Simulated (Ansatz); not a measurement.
Cost and result for the atomization energy of C$_{4}$H$_{6}$Zn, SMILES `C=[C]1C[CH2][Zn]1` (11 atoms, 11 bonds).

Cartesian coordinates in Å:
```
C -1.868 -0.649 -0.661
C -0.652 -0.648 -0.144
C 0.274 0.584 0.031
C 1.654 0.230 0.625
Zn 0.876 -1.633 0.652
H -2.351 0.257 -1.028
H -2.445 -1.564 -0.743
H -0.240 1.294 0.686
H 0.399 1.050 -0.952
H 2.489 0.388 -0.054
H 1.863 0.692 1.588
```

Total charge 0; spin multiplicity 1. For Zn the d shell is correlated and the shells below it are frozen. Scalar relativity is left out up to krypton. The structure was optimised at the PBE0-D4/def2-TZVP level. Program: Ansatz. All runs use 2 threads of an AMD EPYC 7R13 on a shared host and a share of an NVIDIA H100 80 GB. Times are those of one run each, without the atoms' runs, and a repeat can differ threefold. Electronic energies, without spin–orbit coupling; frozen cores. CCSD(T)/CBS adds CCSD(T) − MP2 in def2-TZVPP to the MP2 limit, and its time is that of the two runs behind it. T1 = 0.017. With those shells the extrapolation isn't a true limit. B3LYP takes the VWN-RPA correlation (the form of Gaussian; ORCA's B3LYP/G).

CCSD(T)/CBS is a level of theory with its own doubt, some kJ/mol a heavy atom from the limit and from the frozen cores, so smaller differences don't rank the functionals.

```tsv
level	functions	wall time	atomization (kcal/mol)	difference from CCSD(T)/CBS	per bond
PBE-D4/def2-TZVPP (with forces)	272	22 s	1006.5	32.6	3.0
ωB97X-V/def2-TZVPP	272	23 s	975.7	1.8	0.2
B3LYP-D4/def2-TZVPP (with forces)	272	24 s	973.4	-0.5	0.0
PBE0-D4/def2-TZVPP	272	24 s	988.3	14.4	1.3
CCSD(T)/def2-TZVPP	272	26 s	952.7	-21.2	-1.9
MP2/def2-QZVPP	508	27 s	985.6	11.7	1.1
ωB97M-V/def2-TZVPP (with forces)	272	27 s	977.1	3.2	0.3
r2SCAN-D4/def2-TZVPP (with forces)	272	27 s	985.0	11.1	1.0
B2PLYP/def2-TZVPP	272	27 s	966.1	-7.8	-0.7
CCSD(T)/CBS(def2)	–	52 s	973.9	0.0	0.0
```

In def2-TZVPP, CCSD(T) changes the Hartree–Fock value by +248.5 kcal/mol (the triples alone add +18.5 kcal/mol) and MP2 by +268.7 kcal/mol; breaking electron pairs costs correlation energy, which Hartree–Fock lacks. From PBE to PBE0 (25 % exact exchange), in def2-TZVPP and without D4, the atomization energy moves by −17.3 kcal/mol: exact exchange takes away binding that semilocal exchange gives to molecules. The D4 term adds +8.9 kcal/mol with B3LYP and +4.6 kcal/mol with PBE0; it sums over pairs of atoms, weighted by their polarisabilities, and B3LYP, whose exchange is more repulsive, gets the larger term.
